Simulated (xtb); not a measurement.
xtb input:

```bash
xtb mol.xyz --gfnff --opt tight --chrg 0 --uhf 0
```
mol.xyz:
```
10

C     -2.18694854     0.00139280    -0.09965905
C     -1.01554517     0.13472505     0.50215939
C      0.18687601    -0.72080933     0.19186800
C      1.35066914     0.07601671    -0.19353405
N      2.25909468     0.71584597    -0.48834425
H     -3.02917926     0.62671952     0.16475412
H     -2.34798942    -0.73536315    -0.87815952
H     -0.87406910     0.88651888     1.27090471
H     -0.03978057    -1.42309583    -0.61290193
H      0.46704678    -1.31365270     1.06880666
```

### Question
Which total energy does the run end on?

### Answer
-1.92726 Eh (GFN-FF).
